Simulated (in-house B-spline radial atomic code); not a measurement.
## One electron outside the [He] 2s2 2p6 core: Cr XIV (Cr13+)

Computed with an all-electron radial atomic-structure program (B-spline basis), no-pair Dirac-Coulomb Hamiltonian, finite nucleus. Rungs: frozen-core Dirac-Hartree-Fock (DHF); Brueckner orbitals from the second-order correlation potential; the same with the Coulomb interaction screened by the core and the hole-particle interaction summed; Breit and QED terms from differences of relaxed Dirac-Fock atoms, where computed. Partial waves beyond l = 6 are extrapolated. The tables show a selection of states; those near core-excited levels, with erratic corrections or far from their DHF start are never shown.

Command:
```bash
python run_mb.py task.json out
```
Settings (nuclear radius in fm, box in bohr, cutoff in hartree):
```
basis_form          2
Z                   24
core_configuration  [He] 2s2 2p6
rms_radius          3.6452
mass_number         52
speed_of_light      137.036
box_radius          15.086
lmax                6
intervals           64
virtual_cutoff      1152.0
```

Cost of the run: 39 s on 1 thread of Intel(R) Xeon(R) 6975P-C, with other jobs on the host.

Removal energies (eV):

```tsv
state	DHF	second order	screened	Breit + QED	final
3s1/2	383.628	384.305	384.295	-0.145	384.151
3p1/2	353.435	354.205	354.193	-0.133	354.059
3p3/2	351.684	352.442	352.43	-0.083	352.347
3d3/2	310.492	311.333	311.327	-0.0395	311.287
3d5/2	310.263	?	?	?	?
4s1/2	200.65	?	?	?	?
4p1/2	188.793	189.093	189.085	-0.0516	189.034
4p3/2	188.114	188.411	188.403	-0.0316	188.371
4d3/2	173.075	173.362	173.357	-0.016	173.341
4d5/2	172.969	173.253	173.248	-0.00505	173.243
4f5/2	167.066	167.216	167.218	-	-
4f7/2	167.03	167.18	167.182	-	-
5s1/2	123.393	123.511	123.507	-	-
5p1/2	117.576	117.714	117.709	-	-
5p3/2	117.243	117.379	117.375	-	-
5d3/2	110.006	110.135	110.132	-	-
5d5/2	109.95	110.078	110.075	-	-
5f5/2	106.956	107.038	107.039	-	-
5f7/2	106.938	107.019	107.02	-	-
5g7/2	106.697	106.72	106.721	-	-
5g9/2	106.685	106.709	106.709	-	-
```

What does correlation do to 4s1/2?

It adds 0.2645 eV to the removal energy in second order and 0.2577 eV with screening; Breit and QED add -0.0541 eV, for a final 200.854 eV.

What does correlation do to 3d5/2?

It adds 0.8321 eV to the removal energy in second order and 0.8264 eV with screening; Breit and QED add -0.0124 eV, for a final 311.077 eV.

How does the lowest state compare with the NIST ionisation energy?

3s1/2 is bound by 384.151 eV, without recoil; NIST lists 384.163 ± 0.006 eV (semi-empirical), a difference of -0.012 eV.

Electric-dipole lines from 3s1/2 (reduced matrix elements in atomic units, length form, static core polarisation, sign of DHF taken positive):

```tsv
upper	DHF	+ core polarisation	+ Brueckner	λ (nm)	A (s⁻¹)
3p1/2	0.6109	0.5981	0.5969	41.203	5.16e+09
3p3/2	0.8667	0.8485	0.8469	38.983	6.13e+09
```

What radiative lifetime does 3d3/2 get from its electric-dipole decays?

The rates to lower computed states sum to 1.48e+10 s⁻¹, a lifetime of 0.0677 ns.

Magnetic hyperfine constants per unit nuclear g factor (MHz, nucleus as a uniformly magnetised ball; they apply to isotopes with nuclear spin):

```
state    DHF  + core polarisation  + Brueckner
3s1/2  64400                68760        69310
3p1/2  18600                20030        20190
3p3/2   3545                 3421         3449
4s1/2  24450                25940        26090
4p1/2   7243                 7743         7784
4p3/2   1383                 1322         1329
```
